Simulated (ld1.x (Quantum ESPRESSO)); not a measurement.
# PBE TM semilocal dataset for Mn (Z = 25), scalar-relativistic all-electron reference.

Mn (Z = 25), norm-conserving Troullier–Martins (semilocal form), made with ld1.x (Quantum ESPRESSO) 7.5 (PBE, scalar-relativistic). Core [Ar], reference 3d5 4s0 4p0 (charge +2). Waves: 4p (bound, empty): rc 1.05 bohr; 3d (bound): rc 1.10 bohr; 4s (bound, empty): rc 1.80 bohr. Local part: the s channel. Core correction: Bessel-smoothed model core inside 0.85 bohr.

Poles of the logarithmic derivatives, all-electron (AE) and pseudo (PS). s: poles at 4.5 (AE) and 1.7 (PS) Ry. p: poles at no energy (AE) and no energy (PS) Ry. d: poles at -1.3 (AE) and -1.3 (PS) Ry. Test radius 1.94 bohr.

- Configuration tests: 1 of 7 tests not solved or not reliable; not counted: 3d4 4s2 4p1 (solver errors, printed error -3.1 eV)

The ghost test of this file was not conclusive. The 4p radius (1.05 bohr) lies inside the outermost node of the all-electron wave (1.14 bohr), which a nodeless pseudo-wave cannot match soundly.
